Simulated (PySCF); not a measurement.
Two species compared at the same levels of theory.

First species: C11H13FO.
InChI=1S/C11H13FO/c12-11(13)9-5-4-8-10-6-2-1-3-7-10/h1-3,6-7H,4-5,8-9H2

Second species: 1,2-butadiene, C4H6.
SMILES: `C=C=CC`

Levels: B3LYP/def2-SVPD for HOMO energy, LUMO energy, HOMO–LUMO gap and static isotropic polarisability; TDDFT B3LYP/def2-SVPD for lowest singlet excitation; TDA B3LYP/def2-SVPD for lowest triplet excitation (Tamm–Dancoff). Geometries: PBE0-D3(BJ)/def2-SVP. All species are isolated and taken at one optimised geometry, non-relativistic unless stated; the electronic structure was computed with PySCF and density fitting.

Which has the higher S1 energy?

The second: 5.57 eV against 5.31 eV, a difference of 0.26 eV.

Which of the two has the higher T1 energy, and by how much?

The second: 4.55 eV against 4.11 eV, a difference of 0.44 eV.

Which has the higher HOMO energy?

The first: -6.85 eV against -7.01 eV, a difference of 0.16 eV.

Which has the higher LUMO energy?

The second: -0.02 eV against -0.85 eV, a difference of 0.83 eV.

Which of the two has the higher HOMO–LUMO gap, and by how much?

The second: 6.99 eV against 6.00 eV, a difference of 0.99 eV.

Which of the two has the higher static isotropic polarisability, and by how much?

The first: 131.9 au against 54.1 au, a difference of 77.8 au.

On the first: S1 lies 0.69 eV below the HOMO–LUMO gap. The polarisability is 19.54 Å³ as a volume (1 au = 0.148185 Å³), or 1.37 au for each of the 96 electrons.

On the second: The polarisability is 8.02 Å³ as a volume (1 au = 0.148185 Å³), or 1.80 au for each of the 30 electrons. S1 lies 1.42 eV below the HOMO–LUMO gap; its leading configuration is HOMO→LUMO, weight 0.93.

One conformer stands for the species.
